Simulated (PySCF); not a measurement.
CH5B2Br.
Cartesian coordinates in Å at the PBE0-D3(BJ)/def2-SVP level; atoms count from 1:
```
atom  x, y, z in Å
B1    -1.226    0.450    0.089
C2    -0.089   -0.595   -0.134
B3     1.142   -0.105    0.673
Br4    2.710    0.547   -0.201
H5    -1.699    1.068   -0.836
H6    -1.638    0.666    1.206
H7     0.117   -0.830   -1.185
H8    -0.431   -1.485    0.434
H9     1.164   -0.078    1.878
```

Method used: PBE0-D3(BJ)/def2-SVP geometry optimisation, gas phase (PySCF 2.14.0).

Masses are those of the commonest isotopes; rigid-rotor values at the optimised geometry. The values belong to one conformer with, in the numbering `[BH2:1][CH2:2][BH:3][Br:4]`, H–B1–C2–B3 119° and -60°, B1–C2–B3–Br4 -110°.

(1) Give the principal moments of inertia and the rotational constants in cm⁻¹.

(2) Classify the top.

(3) Is it planar, by Δ = Ic − Ia − Ib?

(4) Give the other two planar moments, Paa and Pbb, and the rms extents of the mass along the axes.

(5) List the rotational levels J(Ka,Kc) to J = 2 (cm⁻¹).

(6) Predict some low-J microwave lines.

## Answers

(1) Ia = 28.79, Ib = 266.68, Ic = 271.06 u·Å²; 505379 MHz·u·Å²/I gives 17555, 1895 and 1864 MHz, that is A = 0.58557, B = 0.06321, C = 0.06219 cm⁻¹.

(2) A near-prolate asymmetric top: κ = (2 × 1895 − 17555 − 1864)/(17555 − 1864) = -1.00.

(3) Not planar: Δ = Ic − Ia − Ib = -24.41 u·Å². For a rigid frame Δ = −2 Σ m c², so Σ m c² = 12.20 u·Å² lies off the ab plane: 6.50 from hydrogen and 5.71 from heavier atoms. The atom farthest from that plane is 1.55 Å away.

(4) Paa = Σ m a² = (Ib + Ic − Ia)/2 = 254.48 and Pbb = Σ m b² = (Ia + Ic − Ib)/2 = 16.59 u·Å². With the mass M = 117.98 u, the rms extents √(P/M) along a, b and c are 1.47, 0.37, 0.32 Å.

(5) Above 0(0,0):
J = 1: 1(0,1) 0.1254, 1(1,1) 0.6478, 1(1,0) 0.6488
J = 2: 2(0,2) 0.3762, 2(1,2) 0.8975, 2(1,1) 0.9006, 2(2,1) 2.4677, 2(2,0) 2.4677

(6) The dipole components are |μa| = 0.95 D, |μb| = 0.66 D, |μc| = 0.51 D. The squared components, which scale the intensities, stand as 1.00 : 0.49 : 0.29 (a : b : c). Some lines, for components of 0.1 D or more:

```csv
type,branch,"J(Ka,Kc)",MHz,lower level (cm⁻¹)
b,R,"5(0,5) ← 4(1,4)",3274,1.772
a,R,"2(1,2) ← 1(1,1)",7488,0.648
b,Q,"3(1,2) ← 3(0,3)",15767,0.752
c,R,"1(1,0) ← 0(0,0)",19450,0.000
c,R,"3(1,2) ← 2(0,2)",27046,0.376
c,R,"5(1,4) ← 4(0,4)",34703,1.254
c,Q,"4(2,3) ← 4(1,3)",46872,1.782
b,Q,"3(2,1) ← 3(1,2)",46934,1.278
b,Q,"2(2,0) ← 2(1,1)",46979,0.901
b,R,"3(2,2) ← 2(1,1)",58258,0.901
b,R,"4(2,2) ← 3(1,3)",62156,1.272
b,Q,"5(3,2) ← 5(2,3)",78374,3.973
b,Q,"4(3,2) ← 4(2,3)",78375,3.346
c,R,"3(3,1) ← 2(2,1)",89654,2.468
c,R,"5(3,2) ← 4(2,2)",97173,3.346
b,R,"4(4,0) ← 3(3,1)",124764,5.458
b,R,"5(5,0) ← 4(4,1)",159873,9.620
```

Whether it is a minimum is left open (no frequencies). No vibrational averaging or centrifugal distortion is included, and the geometry carries the error of its method. Quadrupole hyperfine structure (11B, 79Br) is left out.

Time: 41 s of wall time; peak memory 0.40 GiB. Hardware: one thread of an Arm Neoverse V1, on a shared host. These figures are those of the optimisation.
